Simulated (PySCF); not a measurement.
SZn, SMILES [S]=[Zn].

Geometry: PBE0-D3(BJ)/def2-TZVP.

Two levels are set side by side: TDDFT-PBE/def2-TZVPD (PySCF) and TDDFT-M06-2X/def2-TZVPD (PySCF). Vertical, same geometry. The lowest singlet is HOMO−1→LUMO 102 % with PBE and HOMO−1→LUMO 107 % with the other functional; states are paired by order. Differences are taken from unrounded values.

| quantity | TDDFT-M06-2X |
|---|---|
| lowest singlet excitation (eV) | 0.61 |
| lowest triplet excitation (TDA) (eV) | 0.36 |
| first bright state (f over 0.05) (eV) | 3.67 |
| its oscillator strength | 0.10 |

Question: What does TDDFT-PBE give, and how far is it from TDDFT-M06-2X? (Estimate from the structure and the level; the computed values follow.)

Answer: 
```tsv
quantity	TDDFT-PBE	TDDFT-PBE minus TDDFT-M06-2X
lowest singlet excitation (eV)	0.72	0.11
lowest triplet excitation (TDA) (eV)	0.28	-0.09
first bright state (f over 0.05) (eV)	5.73	2.06
its oscillator strength	0.54	0.44
```

Rough cost on one machine, each run with all the roots and properties that it gave: TDDFT-M06-2X against TDDFT-PBE about 8 times.
